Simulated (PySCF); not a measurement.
The vertical singlet excitations below were computed for one of the candidates. Theory: TDDFT B3LYP/def2-SVPD, vertical, gas phase, core orbitals frozen in the response in PySCF 2.14.0, density-fitted response routines. Geometries: GFN2-xTB, one conformer each.

| state | λ (nm) | f |
| --- | --- | --- |
| S1 | 175.0 | 0.0092 |
| S2 | 165.7 | 0.030 |
| S3 | 162.5 | 0.023 |
| S4 | 160.0 | 0.0051 |
| S5 | 156.0 | 0.012 |
| S6 | 155.2 | 0.0099 |
| S7 | 153.8 | 0.0031 |
| S8 | 151.3 | 0.011 |

Triplets computed (Tamm–Dancoff): 6.60, 6.93, 7.30 eV.

Task: Which structure fits? All have the formula C4H7FO2S.
A. `C[C@@H]1CS(=O)(=O)[C@H]1F`
B. `[C@H](C(OC)=S)(OC)F`
C. `CO[C@@H]1[C@@H](F)C[S@@]1=O`

Result: A. Its S1, at 7.08 eV, is the highest among the candidates; the nearest of the others has S1 at 5.06 eV. S1 is HOMO→LUMO (93%). Löwdin shares by element: HOMO oxygen 42%, carbon 16% or more, sulfur 13% (atoms not listed hold the other 30%); LUMO carbon 25% or more, sulfur 15%, hydrogen 10% or more (atoms not listed hold the other 50%). At the same level the other candidates give, for their lowest levels:
- `CO[C@@H]1[C@@H](F)C[S@@]1=O`: 245 nm (f 0.015); 233 nm (f 0.033); 211 nm (f 0.035); 207 nm (f 0.007); 201 nm (f 0.016); T1 4.36 eV; HOMO -6.65, LUMO -0.48 eV
- `COC(=S)[C@H](F)OC`: 378 nm (f 0.000); 229 nm (f 0.090); 214 nm (f 0.066); 200 nm (f 0.001); 198 nm (f 0.088); T1 2.89 eV; HOMO -6.69, LUMO -2.00 eV
